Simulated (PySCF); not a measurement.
Compound: C6H2F4.
Atom-mapped SMILES: `[F:1][c:2]1[cH:3][cH:4][c:5]([F:6])[c:7]([F:8])[c:9]1[F:10]` (hydrogens: H11 on C3; H12 on C4)

Cartesian coordinates in Å at the PBE0-D3(BJ)/def2-TZVP level; atoms count from 1:
```xyz
12
C6H2F4 angstrom
F     -0.062    2.703   -0.028
C     -0.065    1.373   -0.014
C     -1.250    0.670    0.035
C     -1.227   -0.717    0.049
C     -0.019   -1.379    0.013
F      0.030   -2.708    0.026
C      1.176   -0.676   -0.036
F      2.335   -1.314   -0.070
C      1.153    0.709   -0.049
F      2.289    1.387   -0.095
H     -2.183    1.217    0.061
H     -2.142   -1.293    0.087
```

The closed-shell ground state was solved at several levels (PySCF, density fitting, gas phase, non-relativistic). Isolated species at its PBE0-D3(BJ)/def2-TZVP geometry, gas phase.

```json
{"level": "KT3/pcSseg-2", "basis functions": "388", "total energy (Eh)": "-637.8929", "HOMO (eV)": "-6.44", "LUMO (eV)": "-1.71", "gap (eV)": "4.73", "dipole (D)": "2.17"}
{"level": "PBE0/pcSseg-2", "basis functions": "388", "total energy (Eh)": "-628.7891", "HOMO (eV)": "-7.59", "LUMO (eV)": "-0.93", "gap (eV)": "6.66", "dipole (D)": "2.39"}
{"level": "wB97X-D/pcSseg-2", "basis functions": "388", "total energy (Eh)": "-629.2373", "HOMO (eV)": "-9.36", "LUMO (eV)": "0.82", "gap (eV)": "10.18", "dipole (D)": "2.44"}
```

Q: What might B97-2/pcSseg-2 (388 basis functions) give for the same quantities?

A: Total energy -629.2286 Eh, HOMO -7.34 eV, LUMO -0.97 eV, gap 6.37 eV, dipole 2.38 D.

Q: Over all these levels, which gives the widest orbital gap and which the narrowest?

A: wB97X-D/pcSseg-2 (range-separated hybrid) has the widest, 10.18 eV, and KT3/pcSseg-2 (GGA) the narrowest, 4.73 eV. From the narrowest to the widest the HOMO moves by -2.92 eV and the LUMO by +2.53 eV.

Q: In the pcSseg-2 basis, how does the gap go with the fixed share of exact exchange?

A: KT3 (0 %) 4.73 eV; B97-2 (21 %) 6.37 eV; PBE0 (25 %) 6.66 eV. Each rise in the share widens the gap here.

Q: How far do the dipole and the HOMO energy spread over the levels?

A: The dipole runs from 2.17 to 2.44 D (mean 2.34 D) and the HOMO from -9.36 to -6.44 eV.

wB97X-D is run here without its empirical dispersion term; that term would change no orbital, density or response property at a fixed geometry.
